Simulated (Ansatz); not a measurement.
Species: C$_{3}$H$_{6}$Si, SMILES `C=C1C[SiH2]1` (charge 0, multiplicity 1).

Question: Give a relaxed geometry from PBE-D3(BJ)/def2-TZVP (Ansatz, a program for electronic structure).

Answer: the end point of this relaxation (outside a Z-matrix the atoms follow the SMILES, hydrogens last).
Bonded distances (Å): C1–C2 1.330, C1–H5 1.092, C1–H6 1.096, C2–C3 1.512, C2–Si4 1.831, C3–Si4 1.884, C3–H7 1.096, C3–H8 1.096, Si4–H9 1.489, Si4–H10 1.489. Bond angles (°): C2–C1–H5 121.5, C2–C1–H6 121.7, H5–C1–H6 116.8, C1–C2–C3 137.2, C1–C2–Si4 155.0, C3–C2–Si4 67.9, C2–C3–Si4 64.1, C2–C3–H7 117.0, C2–C3–H8 117.0, Si4–C3–H7 119.1, Si4–C3–H8 119.1, H7–C3–H8 112.5, C2–Si4–C3 48.0, C2–Si4–H9 120.1, C2–Si4–H10 120.2, C3–Si4–H9 119.2, C3–Si4–H10 119.3, H9–Si4–H10 114.3.
